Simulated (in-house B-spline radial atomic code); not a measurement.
The numbers below are computed, except where a source is named.
## Weak and strong correlation along the adiabatic connection

Two-electron singlets in several external potentials (atomic units), by full CI in B-splines with partial waves to l = 8 (correlation energies up to 0.6 % small). The repulsion is scaled by λ at fixed density; W(λ) is the mean repulsion less the Hartree energy, W(0) = E_x, and the area under W from 0 to 1 is E_xc.

Relative drop (W(λ) − E_x)/E_x:

```
                            system  λ = 0.12  λ = 0.25  λ = 0.4  λ = 0.6  λ = 0.8   λ = 1
    ω²r²/2 − Z/r, ω = 0.111, Z = 2    0.0109    0.0221   0.0342   0.0493   0.0632  0.0760
−V exp(−r²/w²), V = 3.47, w = 10.3    0.0324    0.0621   0.0909   0.1220   0.1469  0.1673
   ω²r²/2 − Z/r, ω = 4.85, Z = 0.5    0.0064    0.0132   0.0207   0.0303   0.0394  0.0481
  ω²r²/2 − Z/r, ω = 0.147, Z = 1.5    0.0150    0.0301   0.0461   0.0655   0.0829  0.0986
 ω²r²/2 − Z/r, ω = 0.0443, Z = 0.7    0.0425    0.0800   0.1150   0.1514   0.1795  0.2017
−V exp(−r²/w²), V = 13.7, w = 11.7    0.0239    0.0468   0.0699   0.0963   0.1186  0.1375
 −Z exp(−kr)/r, Z = 7.41, k = 1.69    0.0027    0.0055   0.0088   0.0130   0.0171  0.0212
```

Task: Order the systems by how far second-order (GL2) theory, half the initial slope (estimated from the first points of each curve), overshoots the correlation energy, least first.
A. ω²r²/2 − Z/r, ω = 0.111, Z = 2
B. −Z exp(−kr)/r, Z = 7.41, k = 1.69
C. ω²r²/2 − Z/r, ω = 0.147, Z = 1.5
D. ω²r²/2 − Z/r, ω = 0.0443, Z = 0.7
E. −V exp(−r²/w²), V = 3.47, w = 10.3
F. −V exp(−r²/w²), V = 13.7, w = 11.7
G. ω²r²/2 − Z/r, ω = 4.85, Z = 0.5

Result: B (GL2/E_c = 1.04), G (GL2/E_c = 1.09), A (GL2/E_c = 1.15), C (GL2/E_c = 1.20), F (GL2/E_c = 1.34), E (GL2/E_c = 1.47), D (GL2/E_c = 1.58).

Task: What else changes along this order?

Result: The ratio follows the bend of the curve. With it the leading natural occupation goes from 1.999 to 1.865 and −T_c/E_c from 0.97 to 0.63 between the first and the last.
